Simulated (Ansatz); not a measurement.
Reaction (ligand exchange at the Si–O bond): `C=C[SiH2]O` + `O[SiH](F)F` → `C=C[SiH2]O[SiH](F)F` + H₂O

Isolated molecules relaxed with PBE0-D4/def2-TZVP in Ansatz; ΔE leaves out vibrations. CBS: MP2 limit from def2 TZ/QZ plus the TZ coupled-cluster correction, frozen cores. This one scheme is used for every species. DFT in def2-TZVPP. B3LYP here is the variant with VWN-RPA as its local correlation; programs differ in this. Each species was taken in one conformer, which may not be the lowest.

```json
{"level": "PBE-D4", "ΔE (kJ/mol)": "-18.2", "difference from CCSD(T)/CBS": "6.9"}
{"level": "PBE0-D4", "ΔE (kJ/mol)": "-21.3", "difference from CCSD(T)/CBS": "3.8"}
{"level": "ωB97X-V", "ΔE (kJ/mol)": "-20.2", "difference from CCSD(T)/CBS": "4.9"}
{"level": "ωB97M-V", "ΔE (kJ/mol)": "-19.8", "difference from CCSD(T)/CBS": "5.3"}
{"level": "B2PLYP", "ΔE (kJ/mol)": "-17.8", "difference from CCSD(T)/CBS": "7.3"}
{"level": "PBE", "ΔE (kJ/mol)": "-11.8", "difference from CCSD(T)/CBS": "13.3"}
{"level": "r2SCAN", "ΔE (kJ/mol)": "-17.1", "difference from CCSD(T)/CBS": "8.0"}
{"level": "B3LYP", "ΔE (kJ/mol)": "-15.2", "difference from CCSD(T)/CBS": "9.9"}
{"level": "HF/def2-TZVPP", "ΔE (kJ/mol)": "-21.8", "difference from CCSD(T)/CBS": "3.3"}
{"level": "MP2/def2-TZVPP", "ΔE (kJ/mol)": "-21.1", "difference from CCSD(T)/CBS": "4.0"}
{"level": "SCS-MP2/def2-TZVPP", "ΔE (kJ/mol)": "-21.1", "difference from CCSD(T)/CBS": "4.0"}
{"level": "CCSD(T)/def2-TZVPP", "ΔE (kJ/mol)": "-22.0", "difference from CCSD(T)/CBS": "3.1"}
{"level": "HF/def2-QZVPP", "ΔE (kJ/mol)": "-23.7", "difference from CCSD(T)/CBS": "1.4"}
{"level": "MP2/def2-QZVPP", "ΔE (kJ/mol)": "-23.5", "difference from CCSD(T)/CBS": "1.6"}
{"level": "MP2/CBS(def2)", "ΔE (kJ/mol)": "-24.2", "difference from CCSD(T)/CBS": "0.9"}
{"level": "CCSD/CBS(def2)", "ΔE (kJ/mol)": "-25.4", "difference from CCSD(T)/CBS": "-0.3"}
{"level": "CCSD(T)/CBS", "ΔE (kJ/mol)": "-25.1", "difference from CCSD(T)/CBS": "0"}
```

Largest T1 diagnostic among the species: 0.012.

The D4 term adds −9.9 kJ/mol with B3LYP and −6.0 kJ/mol with PBE0; it sums over pairs of atoms, weighted by their polarisabilities, and B3LYP, whose exchange is more repulsive, gets the larger term. From PBE to PBE0 (25 % exact exchange), in def2-TZVPP and without D4, ΔE moves by −3.4 kJ/mol.
